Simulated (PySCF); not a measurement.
PySCF 2.14 output of a UHF calculation on a single atom or ion in ANO-RCC-VTZP, with the spin-free X2C one-electron Hamiltonian (Gaussian nucleus):

```
SCF conv_tol = 1e-09
number electrons alpha = 34  beta = 29
cycle= 1 E= -11703.1146944714  delta_E= -0.00832  |g|= 0.0319  |ddm|= 0.0406
cycle= 2 E= -11703.1147966195  delta_E= -0.000102  |g|= 0.00507  |ddm|= 0.00624
cycle= 3 E= -11703.1148022302  delta_E= -5.61e-06  |g|= 0.00362  |ddm|= 0.00246
cycle= 4 E= -11703.1148038295  delta_E= -1.6e-06  |g|= 0.0011  |ddm|= 0.000924
cycle= 5 E= -11703.1148042096  delta_E= -3.8e-07  |g|= 0.000191  |ddm|= 0.000627
cycle= 6 E= -11703.1148042379  delta_E= -2.83e-08  |g|= 2.57e-05  |ddm|= 0.000239
cycle= 7 E= -11703.1148042382  delta_E= -3.49e-10  |g|= 3.81e-06  |ddm|= 2.29e-05
converged SCF energy = -11703.1148042382  <S^2> = 8.7598391  2S+1 = 6.0032788
```

The run itself started from symmetry-adapted Hartree-Fock orbitals and held the occupation by maximum overlap, so the iterations belong to that start.

Question: Which element, charge and spin multiplicity is this?

Answer: Tb²⁺ (terbium, charge +2), multiplicity 6; the state was [Xe] 4f9, one real determinant.

⟨L²⟩ = 24.03 against 30 for a pure H term, so this real determinant mixes terms. Spin-orbit coupling, absent here, splits the open shell strongly.
